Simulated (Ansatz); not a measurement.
A structure relaxed at PBE0-D4/def2-TZVP, charge 0, multiplicity 1:

```xyz
10

C     1.0472   -0.5044    1.3131
N     0.1984   -0.1009    0.2561
Mo   -0.7974    0.3829   -0.9981
F    -0.9538   -1.1317   -2.0542
F     0.3806    1.0226   -2.2775
F    -2.5058    0.0025   -0.3889
F    -1.1724    2.1562   -0.6124
H     0.9473   -1.5811    1.4740
H     0.7712    0.0255    2.2286
H     2.0848   -0.2715    1.0592
```

**Question.** Give its formula and SMILES.

**Answer.** CH3F4MoN, `C[N]=[Mo]([F])([F])([F])[F]`.

**Question.** Point group (tolerance 0.08 Å, 0.16 Å for H)?

**Answer.** Cs.

**Question.** Summarise the bond lengths by kind.

**Answer.** 1 × C–N 1.414 Å; 3 × C–H 1.093 Å; 1 × Mo–N 1.673 Å; 4 × F–Mo 1.853 Å.

All numbers were calculated with Ansatz.
